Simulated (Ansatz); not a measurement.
Reaction (cleavage of the Si–Ge bond): `F[SiH](F)[GeH3]` + H–F → `F[SiH](F)F` + GeH₄

Computed with Ansatz on PBE0-D4/def2-TZVP structures; ΔE is electronic, products minus reactants. CCSD(T)/CBS adds triple-zeta CCSD(T) − MP2 to the extrapolated MP2 energy (def2 sets, frozen cores). This one scheme is used for every species. Functionals use def2-TZVPP. For Ge outer-core shells are correlated without core-valence functions, which leaves a few kJ/mol of doubt a bond. Scalar relativity is left out up to krypton.

`F[SiH](F)[GeH3]`:

Cartesian coordinates in Å:
```
F 1.132 -1.829 0.695
Si 0.567 -0.908 -0.475
F -0.472 -1.787 -1.300
Ge -0.552 0.969 0.463
H 1.699 -0.597 -1.378
H 0.444 1.804 1.282
H -1.695 0.505 1.376
H -1.123 1.842 -0.663
```

H–F:

```xyz
2

F    -0.449    0.087    0.052
H     0.449   -0.087   -0.052
```

`F[SiH](F)F`:

```xyz
5

F     1.327    0.802    0.166
Si   -0.018    0.011   -0.035
F    -0.951    0.305    1.197
F     0.312   -1.527   -0.047
H    -0.669    0.408   -1.281
```

GeH₄:

Cartesian coordinates in Å:
```
Ge 0.000 0.000 0.000
H -0.583 0.844 -1.141
H 1.475 -0.304 -0.292
H -0.781 -1.316 0.113
H -0.111 0.776 1.319
```

CCSD(T)/CBS gives -37.1 kcal/mol.

Question: Another level gave -33.0 kcal/mol. Which?
A. CAM-B3LYP/def2-TZVPP
B. LDA (SPW92)/def2-TZVPP
C. revPBE/def2-TZVPP
D. ωB97M-V/def2-TZVPP

Answer: C. revPBE -33.0, CAM-B3LYP -40.0, ωB97M-V -38.1, LDA (SPW92) -34.3 kcal/mol.

Largest T1 diagnostic among the species: 0.012.

In def2-TZVPP, CCSD(T) changes the Hartree–Fock value by +6.3 kcal/mol (the triples alone add +0.8 kcal/mol) and MP2 by +5.7 kcal/mol. Leaving LDA and LC-ωPBE aside and taking each functional with its dispersion term where it has one, the values, not all of them listed here, spread over 8.2 kcal/mol, from B97M-V to revPBE-D4. LDA lies −1.0 kcal/mol from PBE without D4.
